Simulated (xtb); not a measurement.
Zn(NH2)(SH) (H₃NSZn), SMILES [NH2][Zn][SH]. All values are semi-empirical tight-binding results from xtb (GFN2-xTB unless named), good for trends rather than for accurate numbers. Geometry optimised at GFN2-xTB. The values are those of a single conformer.

For metal compounds this method's bond lengths and energies can be far off.

Computed properties:
```json
{
 "point_group_as_xtb_finds_it": "Cs",
 "orbital_gap": "3.15 eV",
 "zero_point_energy": "19.6 kcal/mol",
 "G − E(el) at 298.15 K (modified RRHO)": "0.6 kcal/mol"
}
```
